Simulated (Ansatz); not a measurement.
Two shapes of singlet Na4Cl4.

Shape 1:

```xyz
8

Na   -1.3100   -1.3100   -1.3100
Cl   -1.3100   -1.3100    1.3100
Cl   -1.3100    1.3100   -1.3100
Na   -1.3100    1.3100    1.3100
Cl    1.3100   -1.3100   -1.3100
Na    1.3100   -1.3100    1.3100
Na    1.3100    1.3100   -1.3100
Cl    1.3100    1.3100    1.3100
```

Shape 2:

```xyz
8

Na   -1.2113   -1.2113   -1.2113
Cl   -1.4036   -1.4036    1.4036
Cl   -1.4036    1.4036   -1.4036
Na   -1.2113    1.2113    1.2113
Cl    1.4036   -1.4036   -1.4036
Na    1.2113   -1.2113    1.2113
Na    1.2113    1.2113   -1.2113
Cl    1.4036    1.4036    1.4036
```

Basis set: 6-31G* (spherical functions). Frozen core: 24 orbitals. Charge 0, multiplicity 1.

Computed with Ansatz (development build ahead of 0.2.0); each method stands on the lowest determinant of its kind that the runs found.

(1) Which shape is lower in energy, and by how much in each method?

Answers

(1)

| method | E(2) − E(1) (eV) |
| --- | --- |
| RHF | -0.289 |
| RHF-MP2 | -0.236 |

Shape 2 is lower.
